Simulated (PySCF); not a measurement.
Species: C₅H₁₁Si₂ (doublet state).
Cartesian coordinates in Å at the GFN2-xTB level; atoms count from 1:
```xyz
18
C5H11Si2 angstrom
C     -0.932    2.324    1.727
C     -0.927    1.274    1.114
C     -0.938    0.090    0.431
Si    -2.082   -0.144   -1.028
C      0.020   -0.982    0.835
C      1.089   -1.225   -0.240
Si     2.177    0.299   -0.574
H     -0.937    3.233    2.250
H     -1.438    0.261   -2.287
H     -3.288    0.659   -0.824
H     -2.418   -1.571   -1.114
H      0.507   -0.720    1.778
H     -0.537   -1.914    0.986
H      1.712   -2.064    0.079
H      0.595   -1.535   -1.163
H      3.238   -0.095   -1.506
H      2.774    0.745    0.686
H      1.379    1.374   -1.162
```

The hyperfine couplings belong to this conformer and change with its torsions.

Identity: `C#C[C]([SiH3])CC[SiH3]` [radical].

Level of theory: PySCF, UKS B3LYP, pcH-1 on C H Si, non-relativistic, mean-field spin-orbit, GIAO. One conformer (not necessarily the lowest) at the GFN2-xTB geometry, without solvent, vibrations or thermal averaging. The geometry wasn't refined by DFT: couplings that depend on bond lengths, twists or pyramidal angles can differ widely from those at the functional's own minimum. Stability of the SCF solution: not tested.

Mulliken spin populations: C1 +0.523, C2 -0.251, C3 +0.736, Si4 -0.032, C5 -0.058, C6 +0.028, Si7 +0.002, H8 -0.022, H9 +0.029, H10 +0.007, H11 +0.007, H12 +0.001, H13 +0.024, H14 +0.007, H15 -0.001, H16 -0.001, H17 0.000, H18 0.000. Main spin sites, with 60 % or more of the largest population: C1, C3; positions count bonds from the nearest.

**Question.** What dipolar couplings does the calculation give for H9, H10, H11, H12, H13, H14, H15, H16, H17, H18?

**Answer.** 
```tsv
atom	position	distance from C3 (Å)	T1 (MHz)	T2	T3
H9	2 bonds from C3	2.77	-2.33	-1.27	3.61
H10	2 bonds from C3	2.72	-2.16	-1.86	4.01
H11	2 bonds from C3	2.71	-2.26	-2.00	4.26
H12	2 bonds from C3	2.14	-2.83	-2.67	5.50
H13	2 bonds from C3	2.12	-3.78	-2.92	6.70
H14	3 bonds from C3	3.43	-2.30	-1.31	3.61
H15	3 bonds from C3	2.74	-3.37	-1.70	5.08
H16	4 bonds from C3	4.61	-0.75	-0.51	1.25
H17	4 bonds from C3	3.78	-1.25	-0.66	1.90
H18	4 bonds from C3	3.09	-2.20	-1.58	3.79
```

**Question.** Estimate them with point dipoles: put each population ρk at its nucleus, leave out the nucleus itself and the atom bound to it, and sum T = Σ [ρk/(2S)]·C·(3 n nᵀ − 1)/r³ with C = μ0 gₑ μB g_N μN/(4π h) = 79.06 MHz Å³.

**Answer.** 
| atom | T1 (MHz) | T2 | T3 | T3, computed | difference in T3 (%) |
| --- | --- | --- | --- | --- | --- |
| H9 | -2.65 | -2.55 | 5.20 | 3.61 | +44 |
| H10 | -2.87 | -2.29 | 5.16 | 4.01 | +29 |
| H11 | -2.95 | -2.63 | 5.57 | 4.26 | +31 |
| H12 | -5.92 | -4.58 | 10.50 | 5.50 | +91 |
| H13 | -6.14 | -5.57 | 11.70 | 6.70 | +75 |
| H14 | -1.18 | -0.97 | 2.15 | 3.61 | -40 |
| H15 | -2.50 | -2.44 | 4.94 | 5.08 | -3 |
| H16 | -0.70 | -0.58 | 1.28 | 1.25 | +2 |
| H17 | -1.29 | -0.71 | 2.00 | 1.90 | +5 |
| H18 | -2.04 | -1.39 | 3.43 | 3.79 | -9 |
